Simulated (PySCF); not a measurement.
H₃O₄S (SMILES O=S(O)(O)=[OH+]), charge +1, singlet, at a GFN2-xTB geometry. Base run: CCSD(T)/STO-3G in PySCF.

The PySCF input:
```python
from pyscf import gto, scf, cc

mol = gto.Mole()
mol.atom = '''
    O     0.077479   -1.166885   -0.937474
    S     0.005136   -0.077356   -0.062148
    O    -1.375528    0.544455    0.077225
    O     0.888487    1.103849   -0.431946
    O     0.402788   -0.379413    1.374147
    H    -1.934777    0.664856   -0.698823
    H     1.784693    0.957702   -0.755930
    H     0.122088   -1.200906    1.793508
'''
mol.basis = 'sto-3g'
mol.charge = 1
mol.spin = 0
mol.verbose = 4
mol.build()

mf = scf.RHF(mol)
mf.kernel()

mycc = cc.CCSD(mf)
mycc.kernel()
et = mycc.ccsd_t()
print('E(CCSD(T)) = %.10f' % (mycc.e_tot + et))
```

Variants of this job, named by their change:

| change | ΔE vs base (kcal/mol) | MP2 correlation (Eh) | CC correlation without the perturbative part (Eh) | basis functions |
|---|---|---|---|---|
| base | 0.000 | -0.19440 | -0.22974 | 32 |
| cc.iterative_damping = 0.8 | 0.000 | -0.19440 | -0.22974 | 32 |
| cart = on | 0.000 | -0.19440 | -0.22974 | 32 |
| frozen = 9 | … | … | … | 32 |
| method = mp2 | … | -0.19440 | - | 32 |
| cc.conv_tol = 1e-9 | 0.000 | -0.19440 | -0.22974 | 32 |
| cc.direct = True | 0.000 | -0.19440 | -0.22974 | 32 |
| cc.conv_tol = 1e-5 | 0.000 | -0.19440 | -0.22974 | 32 |
| cc.diis_space = 10 | 0.000 | -0.19440 | -0.22974 | 32 |
| density fitting = JK and correlation | -0.261 | -0.19438 | -0.22974 | 32 |

**Question.** What belongs in the gaps?

**Answer.** 
- frozen = 9, ΔE vs base (kcal/mol): 1.08
- frozen = 9, MP2 correlation (Eh): -0.19242
- frozen = 9, CC correlation without the perturbative part (Eh): -0.22809
- method = mp2, ΔE vs base (kcal/mol): 29.73
